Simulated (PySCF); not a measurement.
C$_{2}$HF$_{3}$N, charge +1, singlet, at a GFN2-xTB geometry; SA2-CASSCF(4,6)/STO-3G (PySCF).

Here is a job for PySCF.
```python
from pyscf import gto, scf, mcscf
import numpy

mol = gto.Mole()
mol.atom = '''
    C    -0.003579   -0.003884   -0.437017
    C     0.008959    0.009723    1.094095
    F     0.003499    1.239912   -0.856209
    F     1.068177   -0.640323   -0.848217
    F    -1.092436   -0.622119   -0.830686
    N     0.018274    0.019832    2.231530
    H     0.026637    0.028908    3.252825
'''
mol.basis = 'sto-3g'
mol.charge = 1
mol.spin = 0
mol.verbose = 4
mol.build()

mf = scf.RHF(mol)
mf.kernel()
mc = mcscf.CASSCF(mf, 6, 4)
mc.fix_spin_(ss=0.0)
mc = mc.state_average_([0.5, 0.5])
mc.kernel()
```

What the program printed (banner, timings and long lists left out):

```
PySCF version 2.14.0

[INPUT] verbose = 4
[INPUT] num. atoms = 7
[INPUT] num. electrons = 46
[INPUT] charge = 1
[INPUT] spin (= nelec alpha-beta = 2S) = 0
[INPUT] symmetry False subgroup None
[INPUT] Mole.unit = angstrom
[INPUT] Symbol           X                Y                Z      unit          X                Y                Z       unit  Magmom
[...]
nuclear repulsion = 241.726908828361
number of shells = 19
number of NR pGTOs = 93
number of NR cGTOs = 31
basis = sto-3g
ecp = {}

******** <class 'pyscf.scf.hf.RHF'> ********
method = RHF
initial guess = minao
damping factor = 0
level_shift factor = 0
DIIS = <class 'pyscf.scf.diis.CDIIS'>
diis_start_cycle = 1
diis_space = 8
diis_damp = 0
SCF conv_tol = 1e-09
SCF conv_tol_grad = None
SCF max_cycles = 50
direct_scf = True
direct_scf_tol = 1e-13
Set gradient conv threshold to 3.16228e-05
Initial guess from minao.
init E= -424.570647998477
[...]
cycle= 1 E= -422.682368294431  delta_E= 1.89  |g|= 0.86  |ddm|= 3.73
[...]
cycle= 2 E= -422.904155293407  delta_E= -0.222  |g|= 0.378  |ddm|= 1.54
[...]
cycle= 3 E= -422.939770352634  delta_E= -0.0356  |g|= 0.123  |ddm|= 0.468
[...]
cycle= 4 E= -422.944208633329  delta_E= -0.00444  |g|= 0.0337  |ddm|= 0.147
[...]
cycle= 5 E= -422.944901567657  delta_E= -0.000693  |g|= 0.00475  |ddm|= 0.0854
[...]
cycle= 6 E= -422.944918030813  delta_E= -1.65e-05  |g|= 0.000574  |ddm|= 0.0139
[...]
cycle= 7 E= -422.94491823256  delta_E= -2.02e-07  |g|= 5.97e-05  |ddm|= 0.0016
[...]
cycle= 8 E= -422.94491823417  delta_E= -1.61e-09  |g|= 9e-06  |ddm|= 0.000135
[...]
cycle= 9 E= -422.944918234217  delta_E= -4.64e-11  |g|= 1.88e-06  |ddm|= 2.62e-05
[...]
Extra cycle  E= -422.944918234219  delta_E= -2.05e-12  |g|= 8.49e-07  |ddm|= 3.81e-06
converged SCF energy = -422.944918234219

******** <class 'pyscf.mcscf.addons.StateAverageCASSCF'> ********
CAS (2e+2e, 6o), ncore = 21, nvir = 4
max_cycle_macro = 50
max_cycle_micro = 4
conv_tol = 1e-07
conv_tol_grad = None
orbital rotation max_stepsize = 0.02
orbital rotation threshold for CI restart = 0.01
augmented hessian ah_max_cycle = 30
augmented hessian ah_conv_tol = 1e-12
augmented hessian ah_linear dependence = 1e-14
augmented hessian ah_level shift = 1e-08
augmented hessian ah_start_tol = 2.5
augmented hessian ah_start_cycle = 3
augmented hessian ah_grad_trust_region = 3
kf_trust_region = 3
kf_interval = 4
ci_response_space = 4
ci_grad_trust_region = 3
with_dep4 0
natorb = False
canonicalization = True
sorting_mo_energy = False
[...]
CASCI E = -422.713586083398  S^2 = 0.0000000
[...]
               |grad[o]|=0.00158  |ddm|=0.00801  |maxRot[o]|=0.0237
macro iter  26 ( 21 JK    4 micro), CASSCF E = -422.798259473348  dE = -2.29777647e-04  S^2 = 0.0000000
               |grad[o]|=0.00295  |ddm|=0.00137  |maxRot[o]|=0.0437
macro iter  27 ( 21 JK    4 micro), CASSCF E = -422.798251991398  dE =  7.48195043e-06  S^2 = 0.0000000
               |grad[o]|=0.00112  |ddm|=0.00298  |maxRot[o]|=0.00683
macro iter  28 ( 21 JK    4 micro), CASSCF E = -422.798296286260  dE = -4.42948622e-05  S^2 = 0.0000000
               |grad[o]|=0.00138  |ddm|=0.0012  |maxRot[o]|=0.0251
macro iter  29 ( 19 JK    4 micro), CASSCF E = -422.798310583370  dE = -1.42971105e-05  S^2 = 0.0000000
               |grad[o]|=0.000864  |ddm|=0.00177  |maxRot[o]|=0.0122
macro iter  30 ( 16 JK    4 micro), CASSCF E = -422.798319647150  dE = -9.06377920e-06  S^2 = 0.0000000
               |grad[o]|=0.000705  |ddm|=0.00114  |maxRot[o]|=0.0126
macro iter  31 ( 13 JK    4 micro), CASSCF E = -422.798322389572  dE = -2.74242257e-06  S^2 = 0.0000000
               |grad[o]|=0.000597  |ddm|=0.00087  |maxRot[o]|=0.00264
macro iter  32 ( 13 JK    4 micro), CASSCF E = -422.798320853431  dE =  1.53614172e-06  S^2 = 0.0000000
               |grad[o]|=0.000523  |ddm|=0.00106  |maxRot[o]|=0.00119
macro iter  33 ( 11 JK    2 micro), CASSCF E = -422.798334672047  dE = -1.38186163e-05  S^2 = 0.0000000
               |grad[o]|=0.000596  |ddm|=0.000456  |maxRot[o]|=0.0256
macro iter  34 ( 17 JK    3 micro), CASSCF E = -422.798338600979  dE = -3.92893173e-06  S^2 = 0.0000000
               |grad[o]|=0.000296  |ddm|=0.000392  |maxRot[o]|=0.0108
macro iter  35 (  7 JK    1 micro), CASSCF E = -422.798338830901  dE = -2.29922875e-07  S^2 = 0.0000000
               |grad[o]|=7.76e-05  |ddm|=7.36e-05  |maxRot[o]|=0.00543
macro iter  36 (  3 JK    1 micro), CASSCF E = -422.798338851837  dE = -2.09354312e-08  S^2 = 0.0000000
               |grad[o]|=5.76e-05  |ddm|=4.79e-05  |maxRot[o]|=0.000384
1-step CASSCF converged in  36 macro (679 JK 135 micro) steps
CASSCF canonicalization
Density matrix diagonal elements [1.55181641 1.90180133 0.1778206  0.34434318 0.01142688 0.0127916 ]
CASSCF energy = -422.798338851837
CASCI E = -422.798338851837  E(CI) = -6.94100259355878  S^2 = 0.0000000
CASCI state-averaged energy = -422.798338851837
CASCI energy for each state
  State 0 weight 0.5  E = -422.95954709406 S^2 = 0.0000000
  State 1 weight 0.5  E = -422.637130609614 S^2 = 0.0000000
```
